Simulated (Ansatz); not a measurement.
Basis-set series for CH10BNSi2, SMILES `BN(C)[SiH2][SiH3]`. Charge 0, multiplicity 1. The geometry is a stationary point of PBE0-D4/def2-TZVP. It is one conformer, not always the lowest.

```xyz
15

B     1.128    0.259   -1.219
N    -0.208    0.262   -0.825
C    -1.280    0.628   -1.744
Si   -0.712   -0.173    0.802
Si    1.098   -0.736    2.167
H     1.975   -0.050   -0.427
H     1.418    0.564   -2.342
H    -0.861    0.877   -2.720
H    -1.989   -0.196   -1.869
H    -1.836    1.494   -1.373
H    -1.675   -1.309    0.708
H    -1.473    0.972    1.381
H     2.035    0.406    2.318
H     1.830   -1.915    1.634
H     0.551   -1.083    3.509
```

```tsv
functional	basis	functions	energy (Eh)	HOMO (eV)	LUMO (eV)
PBE0-D4	def2-TZVPP	317	-702.41381	-8.04	-0.19
PBE0-D4	def2-QZVPP	611	-702.44083	-8.05	-0.27
ωB97M-V	def2-TZVPP	317	-702.68440	-10.34	1.59
ωB97M-V	def2-QZVPP	611	-702.70986	-10.34	1.31
```

(1) Give the rows for def2-SVP. (Estimate.)

Results:

(1) Computed: 
```json
{"functional": "PBE0-D4", "basis": "def2-SVP", "functions": "128", "energy (Eh)": "-702.07471", "HOMO (eV)": "-8.02", "LUMO (eV)": "0.04"}
{"functional": "ωB97M-V", "basis": "def2-SVP", "functions": "128", "energy (Eh)": "-702.33503", "HOMO (eV)": "-10.28", "LUMO (eV)": "2.06"}
```

Positive LUMOs are unbound and depend on the basis.
